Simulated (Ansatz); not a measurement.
## Relaxing a trial structure of Br2H2Si

The starting geometry of this gas-phase triplet was optimised with GFN2-xTB as a singlet; its bonds are those of `Br[SiH2]Br`.

```xyz
5

Br   -3.3257   -2.8049   -1.4858
Br   -0.1669   -2.1005   -2.9994
Si   -1.5526   -1.4914   -1.3914
H    -0.8944   -1.7222   -0.1245
H    -1.9862   -0.1388   -1.6636
```

**Question.** Where would you expect an optimisation with B3LYP/6-31G* to take it?

**Answer.** It loosens into BrH2Si + Br, which stay close as a complex. Contacts that open: Br1–Si3 (2.21 → 3.08 Å).

The energy falls by 2.54 eV over 30 steps:

```json
{"step": "1", "E − E(last) (eV)": "2.537"}
{"step": "4", "E − E(last) (eV)": "0.718"}
{"step": "7", "E − E(last) (eV)": "0.287"}
{"step": "11", "E − E(last) (eV)": "0.243"}
{"step": "14", "E − E(last) (eV)": "0.137"}
{"step": "17", "E − E(last) (eV)": "0.069"}
{"step": "20", "E − E(last) (eV)": "0.019"}
{"step": "24", "E − E(last) (eV)": "0.000"}
{"step": "27", "E − E(last) (eV)": "0.000"}
{"step": "30", "E − E(last) (eV)": "0.000"}
```

Final geometry (Å):

```yaml
atoms:
  - { symbol: Br, position_ang: [-3.5864, -2.8465, -0.2273] }
  - { symbol: Br, position_ang: [0.6627, -1.6570, -2.6611] }
  - { symbol: Si, position_ang: [-1.5079, -1.5442, -2.0942] }
  - { symbol: H, position_ang: [-1.5690, -2.0950, -0.6627] }
  - { symbol: H, position_ang: [-1.9252, -0.1151, -2.0194] }
```

The end wasn't checked by frequencies. Open shells are spin-unrestricted. The triplet needn't be the ground state. Run with Ansatz 0.2.0, 4.1 min on 1 thread of Intel(R) Xeon(R) Platinum 8488C (Sapphire Rapids), on a shared host.
